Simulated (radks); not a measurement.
Values are calculated unless marked as measured or tabulated.
Question: All-electron atom: Zr13+ in [Ar] 3d9. Code: a radial shooting solver on a logarithmic mesh with Libxc functionals. Model: non-relativistic Kohn-Sham, LB94 model potential, spin-polarised, spherical densities, point nucleus; open shells are filled with parallel spins first (spin-orbit coupling, left out, can overturn this in heavy ions); relativity is left out, which matters for an element this heavy. Some entries of the table are withheld. Estimate them.

| orbital | occ. | eigenvalue (hartree) | <r> (bohr) |
|---|---|---|---|
| 1s down | 1 | -655.3993 | 0.03808 |
| 1s up | 1 | -655.3976 | 0.03808 |
| 2s up | 1 | -99.49489 | 0.1668 |
| 2s down | 1 | -99.49367 | 0.1667 |
| 2p down | 3 | -92.31728 | (1) |
| 2p up | 3 | -92.31454 | (2) |
| 3s up | 1 | -25.07705 | 0.4627 |
| 3s down | 1 | -25.00926 | 0.4631 |
| 3p up | 3 | -22.35765 | 0.4568 |
| 3p down | 3 | -22.28934 | 0.4572 |
| 3d up | 5 | -17.42602 | 0.4308 |
| 3d down | 4 | -17.36137 | 0.4312 |

Answer: 
(1) 2p down <r> (bohr): 0.1430
(2) 2p up <r> (bohr): 0.1430
